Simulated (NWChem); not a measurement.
Species: C4H6S; SMILES C(SC)=C=C

```xyz
11

C     -0.3199     2.5167     0.0005
C      0.3594     1.3978    -0.0005
C      1.0429     0.2816    -0.0015
S      0.3963    -1.3777     0.0005
C     -1.3985    -1.0614     0.0018
H     -0.6115     3.0120     0.9266
H     -0.6154     3.0112    -0.9249
H      2.1313     0.2926    -0.0039
H     -1.8856    -2.0397     0.0021
H     -1.6949    -0.5057     0.8952
H     -1.6961    -0.5060    -0.8914
```
Atoms are numbered in this order, from 1.

Computed with NWChem. Pople sets run with spherical d functions. The geometry was optimised at B3LYP/6-31G* (spherical d). Level: B3LYP/6-31G* with SMD (1 M gas to 1 M solution), gas-phase geometry.

Problem. Estimate the computed values for solvent toluene. Quantities: solvation free energy (kcal/mol); cavity-dispersion-structure term (kcal/mol); dipole in solution (D).

Solution. 
```yaml
solvation free energy (kcal/mol): -3.7
cavity-dispersion-structure term (kcal/mol): -1.4
dipole in solution (D): 1.65
```
